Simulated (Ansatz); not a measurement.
The first iterations of a band of a periodic cell of 13 atoms, Zr$_{12}$H (host Zr, host structure hcp, interstitial H).

Computed with Ansatz, DFT PBEsol, scalar-relativistic, plane waves, PAW. Settings: cutoff 420 eV, k mesh 3x2x3, gaussian smearing 0.05 eV, no spin polarisation.

```
movable images  : 4
climbing image  : from the first iteration
spring          : 5.0 eV/Å²
optimiser       : quadratic models (default)
start path      : default
force threshold : 0.05 eV/Å
iteration limit : 50
end points      : relaxed
```

First end point:

```xyz
13
Lattice="6.4600 0.0000 0.0000 -4.8450 8.3918 0.0000 0.0000 0.0000 5.1454" Properties=species:S:1:pos:R:3
Zr 0.002 0.021 -0.007
Zr -0.010 1.834 2.577
Zr -1.582 2.780 0.038
Zr -1.583 4.671 2.619
Zr -3.232 5.641 0.027
Zr -3.228 7.474 2.597
Zr 3.233 -0.027 -0.015
Zr 3.237 1.809 2.548
Zr 1.587 2.778 -0.045
Zr 1.586 4.667 2.536
Zr 0.016 5.612 -0.004
Zr 0.004 7.427 2.585
H 3.232 3.720 1.289
```

Last end point:

Only the atoms that move by more than 0.05 Å are listed.
```
Zr3 -1.578 2.773 -0.041
Zr4 -1.586 4.679 2.547
Zr9 1.586 2.781 0.028
Zr10 1.578 4.688 2.615
H13 3.240 3.736 -1.285
```

| iteration | highest image above the first end (eV) | largest band force component (eV/Å) |
| --- | --- | --- |
| 1 | 0.452 | 0.318 |
| 2 | 0.454 | 0.331 |

Q: Does the band converge within its limit, and where does its top end?

A: The run converged. It ended after 5 iterations with the highest image 0.442 eV above the first end. The order of the point at the top wasn't checked. Limits of this set-up: coarse k mesh, odd electron count without spin, a small cell, in which the defect meets its images, a typed lattice constant that wasn't relaxed here.

The run took 88 s on 4 threads of Intel(R) Xeon(R) Platinum 8488C (Sapphire Rapids), with other jobs on the host, peak memory 1.8 GiB.
